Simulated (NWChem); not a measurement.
System: BGeH₅; SMILES [GeH3][BH2]

```xyz
7

B      0.0071    -1.7260     0.0015
Ge     0.0100     0.3324     0.0092
H     -1.3959     0.9508     0.1375
H      0.9112     0.9446     1.0993
H      0.5802     0.7874    -1.3557
H      0.9702    -2.3490     0.3798
H     -0.9408    -2.3429    -0.4222
```
Atoms are numbered in this order, from 1.

Results from NWChem. Geometry: optimised at PBE0/def2-SVP. GIAO values for the isolated, static molecule; σ is the absolute isotropic shielding, δ = σ(reference) − σ with the isolated reference molecule computed at the same levels (11B: boron trifluoride, 1H: tetramethylsilane).

Predict the results for PBE/pcSseg-1. Quantities: δ B1 (ppm); σ Ge2 (ppm); δ H3 (rotor mean) (ppm); δ H6 (ppm).


```json
{
  "δ B1 (ppm)": "115.6",
  "σ Ge2 (ppm)": "1604.8",
  "δ H3 (rotor mean) (ppm)": "3.89",
  "δ H6 (ppm)": "11.05"
}
```
